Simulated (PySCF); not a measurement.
Below is a simulated gas-phase Si 2p photoelectron spectrum of `[GeH3][O][C@H]1C[SiH2]N[SiH2]1`.

Every computed line was given a Gaussian of 0.8 eV full width at half maximum and an area set by the number of equivalent atoms (split 2:1 within a doublet); the highest printed point is 100. Level of theory: PySCF, delta-SCF UKS SCAN, pcX-2 on the ionised atom, pcseg-1 elsewhere, spin-free X2C.

(binding energy (eV), intensity): (105.4, 0), (105.5, 0), (105.6, 1), (105.7, 3), (105.8, 6), (105.9, 11), (106.0, 18), (106.1, 29), (106.2, 44), (106.3, 60), (106.4, 76), (106.5, 89), (106.6, 97), (106.7, 100), (106.8, 98), (106.9, 92), (107.0, 84), (107.1, 75), (107.2, 66), (107.3, 57), (107.4, 47), (107.5, 37), (107.6, 28), (107.7, 19), (107.8, 13), (107.9, 8), (108.0, 4), (108.1, 2), (108.2, 1), (108.3, 0), (108.4, 0), (108.5, 0)

Task: How many maxima does the curve show, and how many computed lines lie under it?

Result: The curve has 1 maximum (at 106.7 eV). Under it lie 4 lines from 2 inequivalent silicon sites, each drawn as a 2p3/2, 2p1/2 pair. At this width some lines have no maximum of their own.

Task: Decompose the envelope and assign each component. Numbering: `[GeH3:1][O:2][C@H:3]1[CH2:4][SiH2:5][NH:6][SiH2:7]1`.

Result: 
```json
{"position (eV)": "106.55", "relative area": "0.67", "line": "Si 2p3/2", "atoms": "Si7", "environment": "SiH2 silicon"}
{"position (eV)": "106.69", "relative area": "0.67", "line": "Si 2p3/2", "atoms": "Si5", "environment": "SiH2 silicon"}
{"position (eV)": "107.17", "relative area": "0.33", "line": "Si 2p1/2", "atoms": "Si7", "environment": "SiH2 silicon"}
{"position (eV)": "107.31", "relative area": "0.33", "line": "Si 2p1/2", "atoms": "Si5", "environment": "SiH2 silicon"}
```

The 2 Si 2p3/2 values lie within 0.14 eV of each other.

Shake-up satellites, vibrational structure and lifetime widths aren't simulated. Spin–orbit and ligand-field terms were added within each 2p shell after the spin-free SCF. 2p1/2 minus 2p3/2 (ligand field included): Si 0.62 eV. The structure is a single PBE0-D3(BJ)/def2-SVP conformer in the gas phase; no vibrational or solvent corrections.

The run took 1.7 min on one thread, Arm Neoverse V1 (aarch64), shared host with 32 logical CPUs at a one-minute load of 8.4, and the process peaked at 0.87 GiB of memory.
